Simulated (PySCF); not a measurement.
A structure optimised at PBE-D3(BJ)/def2-TZVPD, used in a PySCF frequency run:

```xyz
2

Ca     0.0000     0.0000    -0.5833
F      0.0000     0.0000     1.2961
```
Charge +1, spin multiplicity 1.

Problem. Write its SMILES, formula and point group.

Solution. [F][Ca+], CaF, C∞v

Problem. What are its rotational constants (standard atomic weights)?

Solution. 11.101 GHz (linear rotor, B only)
